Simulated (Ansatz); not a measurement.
`O=C[SiH2][SiH3]` + `CN[SiH2][SiH2]N` → `N[SiH2][SiH2][SiH3]` + `CN[SiH2]C=O`  (redistribution)

Calculated with Ansatz (gas phase, PBE0-D4/def2-TZVP geometries, no zero-point term in ΔE). CBS: MP2 limit from def2 TZ/QZ plus the TZ coupled-cluster correction, frozen cores. DFT in def2-TZVPP. Each species was taken in one conformer, which may not be the lowest.

`O=C[SiH2][SiH3]`:

Cartesian coordinates in Å:
```
O -0.479 2.274 -1.409
C -0.315 1.086 -1.511
Si -0.907 -0.168 -0.171
Si 0.917 -0.646 1.220
H 0.228 0.680 -2.399
H -1.347 -1.413 -0.860
H -2.032 0.435 0.586
H 0.537 -1.669 2.230
H 1.357 0.592 1.914
H 2.040 -1.171 0.399
```

`CN[SiH2][SiH2]N`:

Cartesian coordinates in Å:
```
C -0.989 -1.448 1.072
N -0.670 -1.588 -0.333
Si -0.339 -0.253 -1.367
Si 1.352 1.100 -0.467
N 0.739 1.884 0.952
H -0.439 -0.600 1.490
H -0.686 -2.338 1.631
H -2.056 -1.274 1.265
H -1.071 -2.410 -0.756
H 0.077 -0.811 -2.684
H -1.518 0.641 -1.637
H 1.831 2.025 -1.545
H 2.533 0.298 -0.043
H 1.378 2.402 1.535
H -0.141 2.372 0.886
```

`N[SiH2][SiH2][SiH3]`:

```xyz
13

N     0.490    1.996   -1.874
Si    0.747    0.472   -1.112
Si   -0.673    0.263    0.736
Si   -0.415   -1.842    1.723
H    -0.448    2.291   -2.095
H     1.140    2.321   -2.572
H     2.169    0.424   -0.674
H     0.532   -0.730   -1.979
H    -2.092    0.415    0.296
H    -0.392    1.326    1.742
H     0.992   -2.028    2.170
H    -0.740   -2.910    0.739
H    -1.310   -1.997    2.902
```

`CN[SiH2]C=O`:

Cartesian coordinates in Å:
```
C 1.297 -0.939 0.757
N -0.080 -0.528 0.953
Si -0.764 0.832 0.189
C -0.887 0.688 -1.730
O -0.540 -0.303 -2.326
H 1.679 -1.450 1.645
H 1.922 -0.056 0.602
H 1.431 -1.595 -0.110
H -0.696 -1.285 1.202
H -2.147 1.039 0.696
H 0.071 2.041 0.435
H -1.288 1.557 -2.314
```

```json
{"level": "PBE-D4", "ΔE (kcal/mol)": "-3.7", "difference from CCSD(T)/CBS": "1.2"}
{"level": "PBE0-D4", "ΔE (kcal/mol)": "-4.3", "difference from CCSD(T)/CBS": "0.6"}
{"level": "ωB97M-V", "ΔE (kcal/mol)": "-4.8", "difference from CCSD(T)/CBS": "0.1"}
{"level": "B2PLYP", "ΔE (kcal/mol)": "-4.7", "difference from CCSD(T)/CBS": "0.2"}
{"level": "PBE", "ΔE (kcal/mol)": "-3.9", "difference from CCSD(T)/CBS": "1.0"}
{"level": "SCS-MP2/def2-TZVPP", "ΔE (kcal/mol)": "-4.9", "difference from CCSD(T)/CBS": "0.0"}
{"level": "CCSD(T)/def2-TZVPP", "ΔE (kcal/mol)": "-4.8", "difference from CCSD(T)/CBS": "0.1"}
{"level": "HF/CBS(def2)", "ΔE (kcal/mol)": "-5.6", "difference from CCSD(T)/CBS": "-0.7"}
{"level": "MP2/CBS(def2)", "ΔE (kcal/mol)": "-5.0", "difference from CCSD(T)/CBS": "-0.1"}
{"level": "CCSD/CBS(def2)", "ΔE (kcal/mol)": "-5.1", "difference from CCSD(T)/CBS": "-0.2"}
{"level": "CCSD(T)/CBS", "ΔE (kcal/mol)": "-4.9", "difference from CCSD(T)/CBS": "0"}
```

Largest T1 diagnostic among the species: 0.016.
